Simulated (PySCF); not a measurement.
# CuF and its ions

PBE; PySCF, no relativity, basis sets Cu def2-TZVPPD, F def2-TZVPPD. Neutral (UKS): singlet (closed shell), Re = 1.760 Å, ωe = 594 cm⁻¹, De = 4.36 eV, HOMO -6.03 eV, LUMO -4.12 eV.

CuF⁺ (UKS): doublet (σ ↑), Re = 1.711 Å, ωe = 647 cm⁻¹, De = 1.97 eV to Cu⁺ (3d10) + F. The energies at the minima are -1740.07567 hartree for CuF and -1739.68786 for CuF⁺.

Task: Work out the adiabatic ionisation energy, without and with harmonic zero-point energies (1 hartree = 27.2114 eV, 1 eV = 8065.5 cm⁻¹), and the change of the bond length.

Result: At PBE: 0.38781 hartree = 10.553 eV between the minima; the zero-point term (647.0 − 594.0)/2 cm⁻¹ = +0.003 eV makes it 10.556 eV. Re changes by -4.9 pm against the neutral. Minus the HOMO energy is 6.03 eV, -4.52 eV from the value between the minima; self-interaction puts the Kohn–Sham level too high, less so with exact exchange. The electron leaves a σ orbital; in so polar a molecule the change of length follows mostly from the change of the ionic charges.

CuF⁻ (UKS): doublet (σ ↑), Re = 1.861 Å, ωe = 451 cm⁻¹, De = 2.05 eV to Cu (3d10 4s1) + F⁻. The energies at the minima are -1740.07567 hartree for CuF and -1740.12569 for CuF⁻.

Task: Work out the adiabatic electron affinity, without and with harmonic zero-point energies (1 hartree = 27.2114 eV, 1 eV = 8065.5 cm⁻¹), and the change of the bond length.

Result: At PBE: 0.05002 hartree = 1.361 eV between the minima; the zero-point term (594.0 − 451.0)/2 cm⁻¹ = +0.009 eV makes it 1.370 eV. Re changes by +10.1 pm against the neutral. The electron enters a σ orbital; in so polar a molecule the change of length follows mostly from the change of the ionic charges.

For an ion De counts to the pair picked by the measured ionisation energies or electron affinities, which need not be the lowest pair at this level. The highest Kohn–Sham level is positive in this anion. Much of that is self-interaction error, but it also means that the finite basis helps to hold the extra electron. With d or f electrons several states lie close, and the lowest PBE0 determinant need not be the measured ground state.
